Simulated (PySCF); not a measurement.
Gas-phase equilibrium of 1 mol ZnCl2, 11 mol H2O at 1000 K and 0.00133 bar, among 18 species (ClO, O2, HCl, O, HO2, Zn, H2O, H, Zn(OH)2, HOCl, H2O2, O3, H2, ZnH2, ZnCl2, Cl, Cl2, OH). Only gases are allowed; each row takes one source of thermochemistry for all species, and Cantera finds the minimum.

Energies from PySCF, thermal terms from the rigid-rotor harmonic-oscillator model, ideal gas at 1 bar. † marks an energy on the PBE0/def2-TZVP geometry and frequencies; other levels use their own. Open shells (unrestricted) among the columns below: O2 (multiplicity 3), OH (multiplicity 2, electronic degeneracy 4); the rest are closed-shell singlets. Spin-orbit splitting is ignored; it lowers the true energy and changes the entropy of OH. Zn: all electrons, no relativistic terms. No R ln 2 is added for the mirror-image form of Zn(OH)2. Zn(OH)2: computed as isolated molecules; such fragments, hydroxides, amides, oligomers or adducts are transient or little studied in the gas. The harmonic model lacks anharmonicity and excited electronic states, which grow with temperature; levels with a mode under 35 cm⁻¹ are left out. Soft modes under 120 cm⁻¹ make the harmonic entropy rough for ZnCl2.

Molecules larger than those listed are left out. Table species left out: Zn+.

With PBE0/def2-TZVP thermochemistry: H2O 0.91, ZnCl2 0.082, HCl 0.0016, Zn(OH)2 4.8e-5, Zn 0.00076, O2 0.00038, H2 1.9e-6, OH 6.5e-7.

Task: How far does the composition move with the other sources (r2SCAN/def2-TZVP†, LDA/def2-TZVP†, ωB97X-V/def2-TZVP†)?

Result: 
| thermochemistry | x H2O | x ZnCl2 | x HCl | x Zn(OH)2 | x Zn | x O2 | x H2 | x OH |
|---|---|---|---|---|---|---|---|---|
| PBE0/def2-TZVP | 0.91 | 0.082 | 0.0016 | 4.8e-5 | 0.00076 | 0.00038 | 1.9e-6 | 6.5e-7 |
| r2SCAN/def2-TZVP† | 0.92 | 0.083 | 0.0013 | 0.00029 | 0.00038 | 0.00020 | 1.2e-5 | 5.8e-7 |
| LDA/def2-TZVP† | 0.91 | 0.082 | 0.0020 | 0.00093 | 5.3e-5 | 2.7e-5 | 5.8e-7 | 3.1e-10 |
| ωB97X-V/def2-TZVP† | 0.92 | 0.083 | 0.0012 | 0.00025 | 0.00034 | 0.00017 | 5.2e-6 | 4.0e-7 |
The most sensitive of these is OH: it spans a factor of 10^3.3 over these rows; at this temperature one factor of ten is RT ln 10 = 19 kJ/mol.
